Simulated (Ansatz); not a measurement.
Total energies of BH$_{4}$NOSi (`OB1N[SiH2]1`).

Cartesian coordinates in Å:
```
O -0.168 -1.234 -1.724
B -0.080 -0.508 -0.588
N 0.219 0.791 -0.182
Si -0.137 -0.102 1.291
H 0.029 -0.731 -2.520
H 0.481 1.685 -0.570
H 0.993 -0.250 2.246
H -1.338 0.348 2.046
```

The species carries charge 0 and has multiplicity 1. The structure was optimised at the PBE0-D4/def2-TZVP level. It is one conformer, not always the lowest. Basis def2-TZVPP, Ansatz.

RPA on PBE orbitals: Hartree–Fock energy of these orbitals -445.33699 Eh, correlation -1.07679 Eh (frozen core).

| functional | energy without D4 (Eh) | D4 term (kJ/mol) |
| --- | --- | --- |
| LDA (SPW92) | -444.41766 | – |
| PBE | -446.51485 | -13.4 |
| revPBE | -446.74173 | -42.3 |
| BLYP | -446.80758 | -30.1 |
| r2SCAN | -446.74068 | -3.1 |
| B97M-V | -446.75759 | – |
| PBE0 | -446.54988 | -11.2 |
| B3LYP | -446.87909 | -21.8 |
| r2SCANh | -446.73047 | -3.3 |
| r2SCAN0 | -446.71606 | -3.7 |
| HSE06 (plane-wave form) | -446.53545 | -10.4 |
| BHLYP | -446.76966 | -16.5 |
| CAM-B3LYP | -446.79304 | -11.3 |
| LC-ωPBE | -446.65718 | – |
| ωB97X-V | -446.75411 | – |
| ωB97M-V | -446.77589 | – |
| B2PLYP | -446.61442 | – |
| PBE-QIDH | -446.44054 | – |

B3LYP takes the VWN-RPA correlation (the form of Gaussian; ORCA's B3LYP/G). HSE06 is the plane-wave form, built on full-range PBE exchange. The double hybrids freeze the cores in their second-order part.

LC-ωPBE has ω = 0.4 bohr⁻¹.
